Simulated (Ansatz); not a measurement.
MoO3⁻, relaxed as a quartet with UKS r2SCAN-D4/def2-TZVPD in Ansatz, starting from the r2SCAN-D4/def2-TZVPD geometry of the charge -1 doublet. Force threshold 0.02 eV/Å.

In the def2 sets Mo takes a core potential; there is no spin–orbit coupling. The highest occupied level of the charge -1 quartet lies above zero (up to 0.95 eV). It is a level of α spin, whose loss leaves a triplet; that state wasn't run at this geometry and level. The electron is either unbound and held by the finite basis, or the level is raised by self-interaction error. The relaxation made no stability test and no search for a lower SCF solution. At r2SCAN-D4/def2-TZVPD a doublet of charge -1 lies 3.13 eV below the quartet, each at its own geometry. The structure comes from a short search, and lower isomers may exist.

Start:

```csv
atom,x (Å),y (Å),z (Å)
Mo1,0.030,0.030,0.294
O2,0.853,1.428,-0.333
O3,0.811,-1.490,-0.033
O4,-1.695,0.032,0.073
```

| step | energy (eV) | largest force component (eV/Å) | SCF passes |
| --- | --- | --- | --- |
| 1 | -7999.1779 | 5.482 | 77 |
| 2 | -7999.7930 | 1.819 | 43 |
| 3 | -7999.8787 | 0.620 | 41 |
| 4 | -7999.8941 | 0.058 | 39 |
| 5 | -7999.8946 | 0.029 | 34 |
| 6 | -7999.8947 | 0.009 | 34 |
| 7 | -7999.8947 | 0.014 | 24 |
| 8 | -7999.8949 | 0.211 | 41 |
| 9 | -7999.8961 | 0.623 | 42 |
| 10 | -7999.9031 | 1.029 | 42 |
| 11 | -7999.9176 | 1.370 | 48 |
| 12 (rejected) | -7999.5219 | 4.222 | 54 |
| 13 | -7999.9771 | 1.223 | 48 |
| 14 (rejected) | -7999.9767 | 2.598 | 52 |
| 15 | -8000.0449 | 0.334 | 48 |
| 16 | -8000.0755 | 0.399 | 47 |
| 17 | -8000.1072 | 0.154 | 45 |
| 18 | -8000.1142 | 0.556 | 43 |
| 19 | -8000.1183 | 0.081 | 35 |
| 20 | -8000.1186 | 0.012 | 34 |

Force components are those of the run's own axes.

End:

```xyz
4

Mo    0.118   -0.003   -0.009
O     0.901    1.547   -0.221
O     0.872   -1.578    0.075
O    -1.891    0.034    0.155
```

By distances, no bond broke or formed. The bond that changes most is Mo1–O4, from 1.74 to 2.02 Å (atoms count from 1).

The force fell under the threshold at step 6, but the optimiser went on and released 0.224 eV more. No frequencies were taken in this run, so the end may be a saddle point.

Run time 57 s (4 threads of Arm Neoverse V2 on a shared host).
